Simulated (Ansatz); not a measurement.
Ansatz (a program for electronic structure) input (CCSD(T)/6-31G):

Ansatz 0.2 input:
```yaml
crystal:
  periodic: [false, false, false]
  atoms:
    - {symbol: Si, position_ang: [-0.54789599, -0.16951813, -0.88486665]}
    - {symbol: Br, position_ang: [1.01487365, 0.07174800, 0.74405951]}
    - {symbol: O, position_ang: [-1.43181895, 1.21377960, -1.02525711]}
    - {symbol: O, position_ang: [-1.61316984, -1.35151196, -0.50853270]}
    - {symbol: H, position_ang: [-0.96384929, 2.05428361, -1.04198209]}
    - {symbol: H, position_ang: [-2.52627396, -1.09035104, -0.34164924]}
basis:
  gaussian:
    orbitals: 6-31G
magnetization: {spin_polarized: true, initial_magnetization: 1}
correlation: {method: ccsd_t, electrons: outside_noble_gas}
```

End of the output:

```
reference -81955.90956636 eV, -3011.8241248529 hartree; 13, 12 occupied and 30, 31 virtual orbitals, 615 factors
second order -8.81908682 eV of doubles, -0.00000000 eV of singles
coupled cluster: 0.17 GiB planned
cycle   1  -8.80461026 eV  change    1.4e-2 eV  update   9.2e-2
cycle   2  -9.09125225 eV  change   -2.9e-1 eV  update   2.8e-2
cycle   3  -9.18033178 eV  change   -8.9e-2 eV  update   1.6e-2
cycle   4  -9.18289765 eV  change   -2.6e-3 eV  update   4.8e-3
cycle   5  -9.18083601 eV  change    2.1e-3 eV  update   2.3e-3
cycle   6  -9.18085062 eV  change   -1.5e-5 eV  update   8.5e-4
cycle   7  -9.18075606 eV  change    9.5e-5 eV  update   3.0e-4
cycle   8  -9.18078470 eV  change   -2.9e-5 eV  update   1.1e-4
cycle   9  -9.18084879 eV  change   -6.4e-5 eV  update   4.4e-5
cycle  10  -9.18085354 eV  change   -4.7e-6 eV  update   1.7e-5
perturbative correction -0.17308403 eV, -0.0063607206 hartree
Total energy: -81965.26350392 eV, -3012.1678757181 hartree
```

It need not be the lowest isomer of its formula.
